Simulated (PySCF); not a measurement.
## Nitrogen: a sound run and one with changed settings

Sound run: N²⁺ [He] 2s2 2p1, N³⁺ [He] 2s2. Computed with PySCF 2.14 in x2c-TZVPall (5s3p2d1f, 31 functions), with scalar relativity by spin-free X2C-1e. In the sound run the correlated levels freeze 1s2. The sound run starts from symmetry-adapted Hartree-Fock orbitals and uses a fine grid where one is needed.

Changed run: a valence shell is frozen. This setting is unsound on purpose.

Ionisation energy of N²⁺:

```json
{"method": "UHF", "sound run (eV)": "47.293", "changed run (eV)": "47.293"}
{"method": "MP2", "sound run (eV)": "47.461", "changed run (eV)": "47.293"}
{"method": "SCS-MP2", "sound run (eV)": "47.414", "changed run (eV)": "47.293"}
{"method": "CCSD", "sound run (eV)": "47.210", "changed run (eV)": "47.293"}
{"method": "CCSD(T)", "sound run (eV)": "47.238", "changed run (eV)": "47.293"}
{"method": "CCSDT", "sound run (eV)": "n/a", "changed run (eV)": "47.293"}
{"method": "FCI", "sound run (eV)": "n/a", "changed run (eV)": "47.293"}
```

Freezing a valence shell removes pair correlation that changes on ionisation.

For comparison, NIST gives 47.445 eV between the lowest levels.
